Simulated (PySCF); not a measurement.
Se(I)(SMe) (CH3ISSe), SMILES CS[Se]I. Geometry: PBE0-D3(BJ)/def2-SVP. The structure was generated by enumeration, and PubChem lists no compound with its InChIKey, so it may never have been made. The def2 effective core potentials stand for the cores of I; spin–orbit coupling is left out. Other conformers were not sampled.

Computed equilibrium geometry at PBE0-D3(BJ)/def2-SVP (PySCF confirms it by a frequency run) as a Z-matrix (one conformer of several):
```
C
H 1 1.0979
H 1 1.0992 2 110.46
H 1 1.1006 2 109.67 3 -120.39
S 1 1.8115 2 111.22 4 -116.95
Se 5 2.1585 1 103.32 2 -58.37
I 6 2.5706 5 104.63 1 -81.47
```
Charge 0, spin multiplicity 1.
